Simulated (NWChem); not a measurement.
System: C$_{3}$H$_{4}$F$_{2}$O; SMILES FC1(F)COC1

NWChem input:

```
start job
memory heap 200 mb stack 900 mb global 1100 mb
geometry units angstroms noautoz
  F      0.000000     1.095574    -1.226866
  C      0.000000     0.000000    -0.422983
  F      0.000000    -1.095574    -1.226866
  C      1.048703     0.000000     0.694574
  O      0.000000     0.000000     1.692108
  C     -1.048703     0.000000     0.694574
  H      1.670577    -0.900934     0.736570
  H      1.670577     0.900934     0.736570
  H     -1.670577     0.900934     0.736570
  H     -1.670577    -0.900934     0.736570
end
basis spherical
  * library def2-svp
end
dft
  xc b3lyp
  iterations 150
  mulliken
end
task dft energy
```

Output (shortened):

```
             Northwest Computational Chemistry Package (NWChem) 7.3.0
             --------------------------------------------------------

 C2V symmetry detected

                             Geometry "geometry" -> ""
                             -------------------------

 Output coordinates in angstroms (scale by  1.889725989 to convert to a.u.)

  No.       Tag          Charge          X              Y              Z
 ---- ---------------- ---------- -------------- -------------- --------------
    1 F                    9.0000     0.00000000     1.09557400    -1.23096071
    2 C                    6.0000     0.00000000     0.00000000    -0.42707771
    3 F                    9.0000     0.00000000    -1.09557400    -1.23096071
    4 C                    6.0000     1.04870300     0.00000000     0.69047929
    5 O                    8.0000     0.00000000     0.00000000     1.68801329
    6 C                    6.0000    -1.04870300     0.00000000     0.69047929
    7 H                    1.0000     1.67057700    -0.90093400     0.73247529
    8 H                    1.0000     1.67057700     0.90093400     0.73247529
    9 H                    1.0000    -1.67057700     0.90093400     0.73247529
   10 H                    1.0000    -1.67057700    -0.90093400     0.73247529

 Effective nuclear repulsion energy (a.u.)     257.9067007064

      Symmetry information
      --------------------

 Group name             C2v
 Group number             16
 Group order               4
 No. of unique centers     5

                                 NWChem DFT Module
                                 -----------------

 Summary of "ao basis" -> "ao basis" (spherical)
 ------------------------------------------------------------------------------
       Tag                 Description            Shells   Functions and Types
 ---------------- ------------------------------  ------  ---------------------
 F                          def2-svp                 6       14   3s2p1d
 C                          def2-svp                 6       14   3s2p1d
 O                          def2-svp                 6       14   3s2p1d
 H                          def2-svp                 3        5   2s1p

      Symmetry analysis of basis
      --------------------------

        a1         39
        a2         15
        b1         25
        b2         25

            General Information
            -------------------
          SCF calculation type: DFT
          Wavefunction type:  closed shell.
          No. of atoms     :    10
          No. of electrons :    48
           Alpha electrons :    24
            Beta electrons :    24
          Charge           :     0
          Spin multiplicity:     1
          Use of symmetry is: on ; symmetry adaption is: on
          Maximum number of iterations: 150
          AO basis - number of functions:   104
                     number of shells:    48
          Convergence on energy requested:  1.00D-06
          Convergence on density requested:  1.00D-05
          Convergence on gradient requested:  5.00D-04

              XC Information
              --------------
                         B3LYP Method XC Potential
                     Hartree-Fock (Exact) Exchange  0.200
                        Slater Exchange Functional  0.800 local
                    Becke 1988 Exchange Functional  0.720 non-local
              Lee-Yang-Parr Correlation Functional  0.810
                  VWN I RPA Correlation Functional  0.190 local

             Grid Information
             ----------------
          Grid used for XC integration:  medium
          Radial quadrature: Mura-Knowles
          Angular quadrature: Lebedev.
          Tag              B.-S. Rad. Rad. Pts. Rad. Cut. Ang. Pts.
          ---              ---------- --------- --------- ---------
          F                   0.50       49           9.0       434
          C                   0.70       49           9.0       434
          O                   0.60       49           7.0       434
          H                   0.35       45          10.0       434
          Grid pruning is: on
          Number of quadrature shells:   241
          Spatial weights used:  Erf1

      Superposition of Atomic Density Guess
      -------------------------------------

 Sum of atomic energies:        -388.14772422

      Non-variational initial energy
      ------------------------------

 Total energy =    -390.857366
 1-e energy   =   -1047.725070
 2-e energy   =     398.961003
 HOMO         =      -0.323367
 LUMO         =       0.092882

      Symmetry analysis of molecular orbitals - initial
      -------------------------------------------------

  Numbering of irreducible representations:

     1 a1          2 a2          3 b1          4 b2

  Orbital symmetries:

     1 a1          2 b2          3 a1          4 a1          5 b1
     6 a1          7 a1          8 a1          9 b2         10 b1
    11 a1         12 a1         13 b2         14 a1         15 b1
    16 a1         17 b2         18 a2         19 b2         20 b1
    21 a2         22 a1         23 b2         24 b1         25 a1
    26 a1         27 b2         28 b1         29 a2         30 b1
    31 a1         32 b2         33 b1         34 a1

     ---------------------------------------------
      Total Density - Mulliken Population Analysis
     ---------------------------------------------

    Atom       Charge   Shell Charges
 -----------   ------   -------------------------------------------------------
    1 F    9     9.43   1.99  1.14  0.77  3.45  2.06  0.00
    2 C    6     5.22   1.99  0.89  0.26  1.43  0.54  0.10
    3 F    9     9.43   1.99  1.14  0.77  3.45  2.06  0.00
    4 C    6     5.75   1.99  0.95  0.16  1.83  0.76  0.05
    5 O    8     8.70   1.99  1.11  0.73  2.95  1.91  0.01
    6 C    6     5.75   1.99  0.95  0.16  1.83  0.76  0.05
    7 H    1     0.93   0.69  0.22  0.02
    8 H    1     0.93   0.69  0.22  0.02
    9 H    1     0.93   0.69  0.22  0.02
   10 H    1     0.93   0.69  0.22  0.02

   convergence    iter        energy       DeltaE   RMS-Dens  Diis-err
 ---------------- ----- ----------------- --------- --------- ---------
 d= 0,ls=0.0,diis     1   -391.1381543646 -6.49D+02  1.83D-02  1.36D+00
 d= 0,ls=0.0,diis     2   -391.0316149722  1.07D-01  9.45D-03  2.82D+00
 d= 0,ls=0.0,diis     3   -391.2866114531 -2.55D-01  1.50D-03  4.10D-02
 d= 0,ls=0.0,diis     4   -391.2890663259 -2.45D-03  7.38D-04  8.61D-03
 d= 0,ls=0.0,diis     5   -391.2898350538 -7.69D-04  1.75D-04  8.03D-04
  Resetting Diis
 d= 0,ls=0.0,diis     6   -391.2899071937 -7.21D-05  4.73D-05  3.72D-05
 d= 0,ls=0.0,diis     7   -391.2899106780 -3.48D-06  9.42D-06  3.68D-07
 d= 0,ls=0.0,diis     8   -391.2899106745  3.50D-09  4.91D-06  4.43D-07

         Total DFT energy =     -391.289910674472
      One electron energy =    -1050.459040104003
           Coulomb energy =      448.552824606428
    Exchange-Corr. energy =      -47.290395883326
 Nuclear repulsion energy =      257.906700706428

 Numeric. integr. density =       48.000005487247

                  Occupations of the irreducible representations
                  ----------------------------------------------

                     irrep           alpha         beta
                     --------     --------     --------
                     a1               11.0         11.0
                     a2                2.0          2.0
                     b1                5.0          5.0
                     b2                6.0          6.0

                       DFT Final Molecular Orbital Analysis
                       ------------------------------------

 Vector   22  Occ=2.000000D+00  E=-3.441285D-01  Symmetry=a1
              MO Center=  7.3D-18,  3.0D-16,  1.0D+00, r^2= 2.2D+00
   Bfn.  Coefficient  Atom+Function         Bfn.  Coefficient  Atom+Function
  ----- ------------  ---------------      ----- ------------  ---------------
    62      0.486939   5 O  pz               65      0.347113   5 O  pz
    48     -0.229008   4 C  pz               76     -0.229008   6 C  pz
    20      0.211221   2 C  pz               16      0.208686   2 C  s
     6      0.187672   1 F  pz               34      0.187672   3 F  pz
    59      0.150766   5 O  s                58      0.143452   5 O  s

 Vector   23  Occ=2.000000D+00  E=-3.330731D-01  Symmetry=b1
              MO Center= -2.4D-15,  6.7D-15, -1.5D-01, r^2= 2.5D+00
   Bfn.  Coefficient  Atom+Function         Bfn.  Coefficient  Atom+Function
  ----- ------------  ---------------      ----- ------------  ---------------
    18      0.354536   2 C  px                4      0.293879   1 F  px
    32      0.293879   3 F  px               45      0.267500   4 C  s
    73     -0.267500   6 C  s                46     -0.242456   4 C  px
    74     -0.242456   6 C  px                7     -0.205978   1 F  px
    35     -0.205978   3 F  px               48     -0.197127   4 C  pz

 Vector   24  Occ=2.000000D+00  E=-2.778310D-01  Symmetry=b2
              MO Center= -2.2D-16,  4.8D-16,  1.4D+00, r^2= 1.7D+00
   Bfn.  Coefficient  Atom+Function         Bfn.  Coefficient  Atom+Function
  ----- ------------  ---------------      ----- ------------  ---------------
    61      0.583787   5 O  py               64      0.422828   5 O  py
    85      0.176062   7 H  s                90     -0.176062   8 H  s
    95     -0.176062   9 H  s               100      0.176062  10 H  s
    86      0.141023   7 H  s                91     -0.141023   8 H  s
    96     -0.141023   9 H  s               101      0.141023  10 H  s

 Vector   25  Occ=0.000000D+00  E= 4.822104D-02  Symmetry=a1
              MO Center=  3.4D-16,  9.8D-17,  6.4D-01, r^2= 3.1D+00
   Bfn.  Coefficient  Atom+Function         Bfn.  Coefficient  Atom+Function
  ----- ------------  ---------------      ----- ------------  ---------------
    17      0.834901   2 C  s                59     -0.836583   5 O  s
    51      0.734062   4 C  pz               79      0.734062   6 C  pz
    23      0.604903   2 C  pz               45     -0.442924   4 C  s
    73     -0.442924   6 C  s                65      0.342071   5 O  pz
    20      0.260705   2 C  pz               48      0.256014   4 C  pz

 Vector   26  Occ=0.000000D+00  E= 6.953423D-02  Symmetry=a1
              MO Center=  3.1D-13,  3.3D-13,  7.0D-01, r^2= 7.1D+00
   Bfn.  Coefficient  Atom+Function         Bfn.  Coefficient  Atom+Function
  ----- ------------  ---------------      ----- ------------  ---------------
    45      1.244654   4 C  s                73      1.244654   6 C  s
    86     -1.043820   7 H  s                91     -1.043820   8 H  s
    96     -1.043820   9 H  s               101     -1.043820  10 H  s
    49      0.571019   4 C  px               77     -0.571019   6 C  px
    23      0.290775   2 C  pz               44      0.210737   4 C  s

 Vector   27  Occ=0.000000D+00  E= 7.089195D-02  Symmetry=b2
              MO Center= -1.5D-14, -3.3D-13,  3.8D-01, r^2= 4.9D+00
   Bfn.  Coefficient  Atom+Function         Bfn.  Coefficient  Atom+Function
  ----- ------------  ---------------      ----- ------------  ---------------
    86      0.823788   7 H  s                91     -0.823788   8 H  s
    96     -0.823788   9 H  s               101      0.823788  10 H  s
    50      0.547213   4 C  py               78      0.547213   6 C  py
    22      0.413344   2 C  py               19      0.370394   2 C  py
     3     -0.228372   1 F  s                31      0.228372   3 F  s

     ---------------------------------------------
      Total Density - Mulliken Population Analysis
     ---------------------------------------------

    Atom       Charge   Shell Charges
 -----------   ------   -------------------------------------------------------
    1 F    9     9.20   1.99  1.14  0.77  3.35  1.95  0.01
    2 C    6     5.79   1.99  0.97  0.16  1.95  0.60  0.13
    3 F    9     9.20   1.99  1.14  0.77  3.35  1.95  0.01
    4 C    6     5.75   1.99  0.94  0.07  2.07  0.62  0.06
    5 O    8     8.41   1.99  1.10  0.73  2.85  1.72  0.02
    6 C    6     5.75   1.99  0.94  0.07  2.07  0.62  0.06
    7 H    1     0.97   0.76  0.20  0.02
    8 H    1     0.97   0.76  0.20  0.02
    9 H    1     0.97   0.76  0.20  0.02
   10 H    1     0.97   0.76  0.20  0.02

     -------------------------------------------
      Total Density - Lowdin Population Analysis
     -------------------------------------------

    Atom       Charge   Shell Charges
 -----------   ------   -------------------------------------------------------
    1 F    9     9.09   1.98  1.02  0.74  3.23  2.12  0.01
    2 C    6     5.87   1.96  0.62  0.29  1.78  0.94  0.28
    3 F    9     9.09   1.98  1.02  0.74  3.23  2.12  0.01
    4 C    6     5.91   1.96  0.61  0.30  1.86  1.04  0.13
    5 O    8     8.21   1.97  0.94  0.62  2.72  1.93  0.03
    6 C    6     5.91   1.96  0.61  0.30  1.86  1.04  0.13
    7 H    1     0.98   0.65  0.26  0.07
    8 H    1     0.98   0.65  0.26  0.07
    9 H    1     0.98   0.65  0.26  0.07
   10 H    1     0.98   0.65  0.26  0.07

     Multipole analysis of the density
     ---------------------------------

     L   x y z        total         alpha         beta         nuclear
     -   - - -        -----         -----         ----         -------
     0   0 0 0     -0.000000    -24.000000    -24.000000     48.000000

     1   1 0 0     -0.000000     -0.000000     -0.000000      0.000000
     1   0 1 0     -0.000000     -0.000000     -0.000000      0.000000
     1   0 0 1      0.072833      0.036416      0.036416      0.000000

     2   2 0 0    -21.470208    -54.231820    -54.231820     86.993433
     2   1 1 0     -0.000000     -0.000000     -0.000000      0.000000
     2   1 0 1      0.000000      0.000000      0.000000      0.000000
     2   0 2 0    -25.321292    -57.034354    -57.034354     88.747416
     2   0 1 1      0.000000      0.000000      0.000000      0.000000
     2   0 0 2    -29.657032   -120.231086   -120.231086    210.805140
```

Level: B3LYP/def2-SVP. The geometry was optimised at B3LYP/6-31G* (spherical d). B3LYP is NWChem's, with the RPA form of VWN correlation.
